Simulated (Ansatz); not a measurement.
System: C₄H₄N (charge 0, doublet). It need not be the lowest isomer of its formula. 
Coordinates optimised at B3LYP-D3(BJ)/def2-TZVP (Ansatz, a first-principles code):
```xyz
9

C     -1.9008     0.2990     0.0116
C     -1.0596    -0.5546     0.5208
C      0.3959    -0.8212     0.5388
C      1.1372     0.1654    -0.2525
N      1.6729     0.9627    -0.8843
H     -2.9687     0.2302     0.1869
H     -1.5591     1.1237    -0.6169
H      0.6069    -1.8190     0.1430
H      0.7750    -0.8052     1.5647
```
Charge 0, spin multiplicity 2.

### Question
Give the harmonic wavenumbers at B3LYP-D3(BJ)/def2-TZVP (Ansatz, finite differences of forces, unscaled).

### Answer
136, 163, 346, 362, 465, 589, 888, 913, 926, 947, 1021, 1236, 1319, 1412, 1451, 1751, 2353, 3034, 3058, 3061, 3169 cm⁻¹. Zero-point energy 40.9 kcal/mol.

### Question
From these and the geometry, give the ideal-gas thermochemistry at 298.15 K and 1 atm (rigid rotor, harmonic oscillator).

### Answer
Point group Cs, rotational symmetry number 1. Rotational constants 12.12, 3.653, 2.856 GHz. S(trans) 38.48, S(rot) 25.34, S(vib) 9.60, S(elec, spin only) 1.38, S 74.8 cal/(mol K). H(298) - H(0) 4.06 kcal/mol; G - E(el) 22.6 kcal/mol.
